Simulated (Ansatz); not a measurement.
Gas-phase electronic energies from Ansatz, PBE0-D4/def2-TZVP geometries. CCSD(T)/CBS adds triple-zeta CCSD(T) − MP2 to the extrapolated MP2 energy (def2 sets, frozen cores). Functionals use def2-TZVPP. B3LYP here is the variant with VWN-RPA as its local correlation; programs differ in this. def2 core potentials past Kr. For Sb outer-core shells are correlated without core-valence functions, which leaves a few kJ/mol of doubt a bond. Each species was taken in one conformer, which may not be the lowest.

`O[Si](F)(O[SiH3])O[SiH3]` + `[NH2][SbH2]` → `[NH2][SbH][SiH3]` + `O[Si](O)(F)O[SiH3]`  (formal exchange of groups at the Si–O bond)

CCSD(T)/CBS gives +72.3 kJ/mol.

Task: Another level gave +75.8 kJ/mol. Which?
A. B3LYP/def2-TZVPP
B. PBE0-D4/def2-TZVPP
C. PBE-D4/def2-TZVPP
D. r2SCAN-D4/def2-TZVPP

Result: A. B3LYP 75.8, r2SCAN-D4 68.8, PBE0-D4 59.7, PBE-D4 51.0 kJ/mol.

Largest T1 diagnostic among the species: 0.014.

In def2-TZVPP, CCSD(T) changes the Hartree–Fock value by −26.7 kJ/mol (the triples alone add −4.5 kJ/mol) and MP2 by −27.8 kJ/mol. From PBE to PBE0 (25 % exact exchange), in def2-TZVPP and without D4, ΔE moves by +8.6 kJ/mol.
